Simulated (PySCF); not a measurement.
Molecule: Al(Cl)(Br)(Me), SMILES [CH3][Al]([Cl])[Br]. Atoms near the plane z = 0.0 Å, at the PBE0/def2-SVP optimised geometry (x, y, z in Å): Al1 (0.0, 0.2, 0.0), Cl2 (2.1, 0.2, 0.0), Br3 (-1.0, 2.2, 0.0), C4 (-1.0, -1.5, 0.0), H5 (-2.1, -1.3, -0.2), H6 (-0.9, -2.0, 1.0), H7 (-0.6, -2.2, -0.7).

Level of theory: PBE0/def2-TZVP (PySCF 2.14.0). Cells within 0.4 Å of a nucleus heavier than hydrogen are left out (blank, or x). The values are rescaled to run from 0 to 1.

```
|1111111111111111111111111111111|
|1111111111111111111111111111111|
|1111111111111111111111111111111|
|1111111110000111111111111111111|
|1111111100001111111111111111111|
|1111111100011111111111111111111|
|1111111111122321111111111111111|
|11111111122xx221111111111111111|
|11111111122xx111111111111111111|
|1111111112210121110011111111111|
|1111111111112332100111111111111|
|1111111111123332000111111111111|
|1111111111112221001221221111111|
|1111111100011110012321221001111|
|11111110000000xxx1342xxx1000111|
|11111100000011xxx1342xxx1000111|
|1111100000112310002321221001111|
|1111100001135642001121221111111|
|1111000013336752100111111111111|
|11110000697xx632100011111111111|
|11110000699xx311000011111111111|
|11110000243xx200000011111111111|
|1111100001013210000111111111111|
|1111110000001100000111111111111|
|1111111000000000001111111111111|
|1111111100000000011111111111111|
|1111111111000000111111111111111|
|1111111111111111111111111111111|
|1111111111111111111111111111111|
|1111111111111111111111111111111|
|1111111111111111111111111111111|
```
Scale: ten equal steps from 0.000 (start of '0') to 1.00 (end of '9'), in the order '0123456789'; x runs from -4.50 to 4.50, y from -4.50 (bottom) to 4.50 (top).

Problem. Which quantity is mapped?
A) Laplacian of the electron density
B) electron localisation function
C) log10 of the electron density
D) deformation density (molecule minus spherical neutral atoms)

Solution. D, deformation density (molecule minus spherical neutral atoms). In full: deformation density (molecule minus spherical neutral atoms) (e/bohr³).
